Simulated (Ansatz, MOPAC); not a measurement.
Molecule: WO2Cl, charge 1, multiplicity 1. SMILES: [W+]([Cl])(=[O])=[O]

Atoms: W1, O2, O3, Cl4. Bonds: W1-O2, W1-O3, W1-Cl4.

Bond lengths (Å) and angles (degrees) optimised at PM7 with MOPAC; HF/6-31G* with LANL2DZ past Ar with Ansatz (a program for electronic structure); PBE/6-31G* with LANL2DZ past Ar with Ansatz; B3LYP/6-31G* with LANL2DZ past Ar with Ansatz, each started from the B3LYP-D3(BJ)/def2-TZVP structure (Ansatz) of the last column. A row stands for all coordinates that are equal there. 6-31G* holds six Cartesian d functions. No wavenumbers were computed at PBE/6-31G* with LANL2DZ past Ar, so these may be saddle points.

```csv
coordinate,PM7,HF/6-31G* with LANL2DZ past Ar,PBE/6-31G* with LANL2DZ past Ar,B3LYP/6-31G* with LANL2DZ past Ar,B3LYP-D3(BJ)/def2-TZVP
W1-O2,1.724,1.642,1.694,1.683,1.682
W1-Cl4,2.211,2.210,2.207,2.211,2.209
O2-W1-O3,128.7,105.3,103.5,104.2,104.3
O2-W1-Cl4,115.6,107.8,104.0,104.9,105.9
```

Mean signed difference of all 3 bond lengths from B3LYP-D3(BJ)/def2-TZVP: PM7 0.028 Å, HF/6-31G* with LANL2DZ past Ar -0.026 Å, PBE/6-31G* with LANL2DZ past Ar 0.008 Å, B3LYP/6-31G* with LANL2DZ past Ar 0.001 Å.
